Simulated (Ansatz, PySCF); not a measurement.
C₂H₄F, SMILES C[CH]F (connectivity only; charge and spin as stated), charge +1, multiplicity 1. Atoms are numbered in the order given.

```xyz
7

C      0.1919    -1.1677     0.0000
C     -0.4323     0.1067     0.0000
F      0.2361     1.1620     0.0000
H     -0.2261    -1.7308    -0.8570
H     -0.2261    -1.7308     0.8570
H      1.2794    -1.1427     0.0000
H     -1.5163     0.2650     0.0000
```
Charge +1, spin multiplicity 1.

The structure is a stationary point at PBE0-D3(BJ)/def2-TZVP. The multiplicity is an assumed one; other spin states were not compared. The isomer is the one that the SMILES or the coordinates give; other isomers of the formula were not compared.

Two levels are set side by side: PBE-D3(BJ)/def2-TZVP (Ansatz, a first-principles code) and PBE0-D3(BJ)/def2-TZVP (Ansatz). Each level has its own optimised geometry; the coordinates shown are those of the second. Frequencies come from the Hessian of PySCF at each geometry. Differences are taken from unrounded values.

```csv
quantity,PBE0-D3(BJ),PBE-D3(BJ),PBE-D3(BJ) minus PBE0-D3(BJ)
mean bond length (Å),1.178,1.187,0.009
bond C1–C2 (Å),1.419,1.422,0.003
bond C2–F3 (Å),1.249,1.268,0.019
bond C1–H4 (Å),1.107,1.117,0.009
bond C1–H5 (Å),1.107,1.117,0.009
bond C1–H6 (Å),1.088,1.095,0.007
bond C2–H7 (Å),1.095,1.103,0.008
highest harmonic wavenumber (cm⁻¹),3193,3110,-83
mean harmonic wavenumber (cm⁻¹),1592,1541,-51
zero-point energy (kcal/mol),34.15,33.04,-1.10
```

GGA bonds tend to be longer and softer than those of functionals with exact exchange. Differences between two approximate levels are no errors against the true value.
